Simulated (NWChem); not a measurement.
System: CH5NOZn; SMILES [O](C)[Zn][NH2]

Excerpt of the output:

```
             Northwest Computational Chemistry Package (NWChem) 7.3.0
             --------------------------------------------------------

 C1  symmetry detected

                             Geometry "geometry" -> ""
                             -------------------------

 Output coordinates in angstroms (scale by  1.889725989 to convert to a.u.)

  No.       Tag          Charge          X              Y              Z
 ---- ---------------- ---------- -------------- -------------- --------------
    1 Zn                  30.0000     0.05772294    -0.40910738    -0.00006722
    2 O                    8.0000     0.49605919     1.30758793    -0.00038607
    3 C                    6.0000    -0.36155074     2.39509369     0.00026696
    4 H                    1.0000    -1.01901090     2.44749181     0.89460910
    5 H                    1.0000     0.22570813     3.33330249    -0.00682982
    6 H                    1.0000    -1.02965278     2.44075123    -0.88652894
    7 N                    7.0000    -0.09268146    -2.21583928    -0.00017856
    8 H                    1.0000    -0.53339436    -2.63411402    -0.81626154
    9 H                    1.0000    -0.52573713    -2.63460074     0.81976463

 Effective nuclear repulsion energy (a.u.)     254.4949163407

                                 NWChem DFT Module
                                 -----------------

 Summary of "ao basis" -> "ao basis" (spherical)
 ------------------------------------------------------------------------------
       Tag                 Description            Shells   Functions and Types
 ---------------- ------------------------------  ------  ---------------------
 Zn                          6-31g*                 12       34   5s4p2d1f
 O                           6-31g*                  6       14   3s2p1d
 C                           6-31g*                  6       14   3s2p1d
 H                           6-31g*                  2        2   2s
 N                           6-31g*                  6       14   3s2p1d

            General Information
            -------------------
          SCF calculation type: DFT
          Wavefunction type:  closed shell.
          No. of atoms     :     9
          No. of electrons :    56
           Alpha electrons :    28
            Beta electrons :    28
          Charge           :     0
          Spin multiplicity:     1
          Use of symmetry is: off; symmetry adaption is: off
          Maximum number of iterations: 150
          AO basis - number of functions:    86
                     number of shells:    40
          Convergence on energy requested:  1.00D-06
          Convergence on density requested:  1.00D-05
          Convergence on gradient requested:  5.00D-04

              XC Information
              --------------
                       PW6B95 Method XC Functional
                     Hartree-Fock (Exact) Exchange  0.280
                    PW6B95 GGA Exchange Functional  0.720
                      PW6B95 Correlation Potential  1.000

             Grid Information
             ----------------
          Grid used for XC integration:  medium
          Radial quadrature: Mura-Knowles
          Angular quadrature: Lebedev.
          Tag              B.-S. Rad. Rad. Pts. Rad. Cut. Ang. Pts.
          ---              ---------- --------- --------- ---------
          Zn                  1.35      112          10.0       590
          O                   0.60       49          10.0       434
          C                   0.70       49          12.0       434
          H                   0.35       45          13.0       434
          N                   0.65       49          13.0       434
          Grid pruning is: on
          Number of quadrature shells:   484
          Spatial weights used:  Erf1

      Superposition of Atomic Density Guess
      -------------------------------------

 Sum of atomic energies:       -1946.68059503

      Non-variational initial energy
      ------------------------------

 Total energy =   -1948.109096
 1-e energy   =   -3221.311673
 2-e energy   =    1018.707661
 HOMO         =      -0.339207
 LUMO         =      -0.054543

     ---------------------------------------------
      Total Density - Mulliken Population Analysis
     ---------------------------------------------

    Atom       Charge   Shell Charges
 -----------   ------   -------------------------------------------------------
    1 Zn  30    28.76   2.00  2.00  6.00  2.00  6.00  0.44  0.16  0.18  0.06  6.79  3.12  0.01
    2 O    8     9.04   2.00  0.93  3.15  0.93  2.01  0.02
    3 C    6     6.23   2.00  0.69  1.85  0.63  1.00  0.06
    4 H    1     0.81   0.48  0.33
    5 H    1     0.82   0.48  0.34
    6 H    1     0.81   0.48  0.33
    7 N    7     8.39   2.00  0.82  2.65  0.89  2.01  0.02
    8 H    1     0.57   0.42  0.16
    9 H    1     0.57   0.42  0.16

   convergence    iter        energy       DeltaE   RMS-Dens  Diis-err
 ---------------- ----- ----------------- --------- --------- ---------
 d= 0,ls=0.0,diis     1  -1951.1587622365 -2.21D+03  1.64D-02  7.70D-01
 d= 0,ls=0.0,diis     2  -1951.0684392657  9.03D-02  9.01D-03  1.88D+00
 d= 0,ls=0.0,diis     3  -1951.2576401382 -1.89D-01  1.74D-03  3.18D-02
 d= 0,ls=0.0,diis     4  -1951.2589455315 -1.31D-03  8.89D-04  1.66D-02
 d= 0,ls=0.0,diis     5  -1951.2607435146 -1.80D-03  1.69D-04  6.04D-04
  Resetting Diis
 d= 0,ls=0.0,diis     6  -1951.2608077403 -6.42D-05  4.67D-05  6.88D-05
 d= 0,ls=0.0,diis     7  -1951.2608130982 -5.36D-06  2.09D-05  3.00D-06
 d= 0,ls=0.0,diis     8  -1951.2608129821  1.16D-07  1.11D-05  6.45D-06
 d= 0,ls=0.0,diis     9  -1951.2608133523 -3.70D-07  2.45D-06  5.09D-08

         Total DFT energy =    -1951.260813352322
      One electron energy =    -3222.727251323461
           Coulomb energy =     1112.143821229878
    Exchange-Corr. energy =      -95.172299599464
 Nuclear repulsion energy =      254.494916340724

[...]
```

Level: PW6B95/6-31G* (spherical d). Coordinates come from a PBE0/def2-SVP optimisation. No frequency run checked for a minimum.

Write an input that gives this output.

This is not unique; one that fits is the input that was run:
```
start job
memory heap 200 mb stack 900 mb global 1100 mb
geometry units angstroms noautoz
  Zn     0.442001    -0.366846     0.027267
  O      0.845015     1.354210     0.148624
  C     -0.013715     2.431592     0.007221
  H     -0.831932     2.454848     0.758771
  H      0.549013     3.376292     0.133863
  H     -0.499052     2.491152    -0.990653
  N      0.322991    -2.174633    -0.040883
  H      0.054454    -2.577976    -0.935520
  H     -0.253278    -2.618022     0.670823
end
basis spherical
  * library 6-31g*
end
dft
  xc pw6b95
  iterations 150
  mulliken
end
task dft energy
```
